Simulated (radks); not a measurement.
Results of a calculation; reference values are marked as such.
Mean orbital radii <r> (bohr) of the osmium ion Os3+, [Xe] 4f14 5d5, at several levels of relativity; Dirac values are averaged over j with weights 2j + 1. Spin-unpolarised spherical Kohn-Sham, BLYP, point nucleus unless stated (finite: rms radius 5.4126 fm), a radial shooting solver on a logarithmic mesh with Libxc functionals. A level marked "c x" has the speed of light scaled by that factor and shares open shells by 2j + 1; other Dirac levels either fill j = l - 1/2 first or share by 2j + 1.

| shell | non-rel. | scalar-rel. | Dirac, c x 0.85 | Dirac, c x 1.25 | change of magnitude, last against first (%) |
|---|---|---|---|---|---|
| 3s | 0.2130 | 0.1939 | 0.1848 | 0.2008 | -5.75 |
| 3p | 0.2032 | 0.1945 | 0.1896 | 0.1971 | -2.99 |
| 3d | 0.1779 | 0.1762 | 0.1757 | 0.1768 | -0.62 |
| 4s | 0.4727 | 0.4318 | 0.4141 | 0.4471 | -5.42 |
| 4p | 0.4785 | 0.4594 | 0.4498 | 0.4656 | -2.70 |
| 4d | 0.4914 | 0.4890 | 0.4888 | 0.4899 | -0.30 |
| 5s | 1.101 | 1.003 | 0.9616 | 1.040 | -5.46 |
| 4f | 0.5409 | 0.5560 | 0.5639 | 0.5504 | +1.77 |
| 5p | 1.202 | 1.159 | 1.138 | 1.174 | -2.37 |
| 5d | 1.590 | 1.615 | 1.630 | 1.607 | +1.06 |
| 6s (empty) | 2.679 | 2.468 | 2.375 | 2.551 | -4.78 |
| 6p (empty) | 3.076 | 2.992 | 2.944 | 3.020 | -1.82 |
